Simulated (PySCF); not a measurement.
A structure optimised at PBE-D3(BJ)/def2-SVP, used in a PySCF frequency run:

```
C
H 1 1.1126
H 1 1.1128 2 105.76
C 1 1.5304 2 109.68 3 -117.96
H 4 1.1140 1 109.27 2 -179.56
H 4 1.1140 5 105.43 1 -117.36
C 4 1.5318 5 109.30 6 -117.38
H 7 1.1129 4 109.08 5 -179.90
H 7 1.1130 8 105.49 4 -117.04
C 7 1.5292 8 109.68 9 -118.06
H 10 1.1088 7 111.83 8 57.73
H 10 1.1103 11 107.52 7 122.45
H 10 1.1103 11 107.52 12 115.10
C 1 1.5490 2 109.05 3 117.23
H 14 1.1125 1 108.19 2 65.37
H 14 1.1157 15 106.30 1 -115.54
C 14 1.4938 15 110.22 16 -118.87
H 17 1.1039 14 118.30 15 -34.13
C 17 1.4898 18 118.37 14 165.81
H 19 1.1095 17 112.34 18 33.65
H 19 1.1125 20 108.16 17 -123.67
H 19 1.1204 20 106.00 21 -112.98
```
Charge 0, spin multiplicity 2.

Problem. Write its SMILES and formula.

Solution. C[CH]CCCCC, C₇H₁₅

Problem. What are its rotational constants (standard atomic weights)?

Solution. 8.8223, 0.79649, 0.77259 GHz
